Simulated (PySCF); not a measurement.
Run record for `CCc1c[n+](C)c[nH]1`: KT2/def2-SVP, IEF-PCM acetonitrile, level shift 0.1 Eh, fitting basis def2-qzvpp-jkfit, full TDDFT, 3 singlets.

Method: TDDFT KT2/def2-SVP, vertical, IEF-PCM acetonitrile (non-equilibrium linear response), core orbitals frozen in the response (PySCF 2.14.0, density-fitted response routines). Geometry: GFN2-xTB. A driver script takes a list of jobs; this job's settings line and coordinates (Å) are shown.

Command:
```bash
OMP_NUM_THREADS=1 python probes_run.py task.json out
```

Input:
```
{"job": {"kind": "uv", "xc": "KT2", "basis": "def2-SVP", "solvent": "acetonitrile", "nstates": 3, "ntriplets": 0, "tda": false, "scf": {"level_shift": 0.1, "aux": "def2-qzvpp-jkfit"}}, "charge": 1, "multiplicity": 1}
C     -2.780136     0.476171    -0.078359
C     -1.915686    -0.789776    -0.031326
C     -0.481719    -0.444465     0.128734
C      0.524249    -0.315668    -0.788347
N      1.651879     0.078540    -0.127603
C      2.927690     0.317410    -0.745626
C      1.361226     0.193777     1.159153
N      0.075370    -0.116070     1.334563
H     -2.689496     1.052088     0.839192
H     -2.489494     1.105988    -0.914660
H     -3.822099     0.199395    -0.203789
H     -2.236078    -1.418576     0.801109
H     -2.046445    -1.351680    -0.955610
H      0.510406    -0.483125    -1.845699
H      2.835004     1.094510    -1.504936
H      3.650159     0.634270     0.002939
H      3.286581    -0.593411    -1.226679
H      2.046358     0.483450     1.932270
H     -0.417573    -0.113579     2.217213
```

Output:
```
final grid: 148328 points
cycle   1  E = -350.2575344470  dE =  1.224e+00  |g| = 3.299e-01  |ddm| = 4.564e+00
cycle   2  E = -350.2531351901  dE =  4.399e-03  |g| = 3.771e-01  |ddm| = 7.816e-01
cycle   3  E = -350.2891277227  dE = -3.599e-02  |g| = 4.914e-02  |ddm| = 3.084e-01
cycle   4  E = -350.2897168127  dE = -5.891e-04  |g| = 2.680e-02  |ddm| = 7.366e-02
cycle   5  E = -350.2898764406  dE = -1.596e-04  |g| = 5.682e-03  |ddm| = 2.462e-02
cycle   6  E = -350.2898817352  dE = -5.295e-06  |g| = 2.838e-03  |ddm| = 5.787e-03
cycle   7  E = -350.2898836667  dE = -1.932e-06  |g| = 8.090e-04  |ddm| = 2.441e-03
cycle   8  E = -350.2898838347  dE = -1.680e-07  |g| = 2.056e-04  |ddm| = 8.323e-04
cycle   9  E = -350.2898838468  dE = -1.209e-08  |g| = 4.079e-05  |ddm| = 2.396e-04
cycle  10  E = -350.2898838472  dE = -3.869e-10  |g| = 1.708e-05  |ddm| = 5.350e-05
level shift removed, Fock matrix diagonalised once more
converged SCF energy = -350.2898838472

Static polarisability (au): isotropic 96.014, principal 66.797 99.829 121.417

Singlet excitations
state   eV       nm        f      main configurations
  1   5.8641    211.4   0.14160   H->L 0.94
  2   6.8268    181.6   0.12754   H->L+1 0.69, H-1->L 0.22
  3   7.0800    175.1   0.04737   H-2->L 0.88
```

H and L stand for HOMO and LUMO; the number after each pair is its weight.

**Question.** How does the lowest singlet excitation compare with the HOMO–LUMO gap?

**Answer.** HOMO -6.58 eV and LUMO -1.59 eV give a gap of 4.99 eV; S1 at 5.86 eV lies 0.87 eV above it.

**Question.** Give the mean polarisability as a volume in Å³, and the ratio of the largest to the smallest principal value.

**Answer.** 96.014 au × 0.148185 = 14.23 Å³; 121.417/66.797 = 1.82.

In short: SCF converged in 10 cycles with 167 basis and 802 fitting functions; HOMO -6.58 eV, LUMO -1.59 eV; lowest singlet 5.86 eV; mean polarisability 96.0 au.

The structure is a single GFN2-xTB conformer; no vibrational corrections.

**Question.** How long does this job take on Intel Xeon Platinum 8488C, one thread, no GPU (shared host)? And the peak memory of the process?

**Answer.** About 20 s, with 0.83 GiB resident at the peak, the Python interpreter and its libraries included.

Shape of the structure used: `[CH3:1][CH2:2][c:3]1[cH:4][n+:5]([CH3:6])[cH:7][nH:8]1`: C1–C2–C3–C4 -97°.
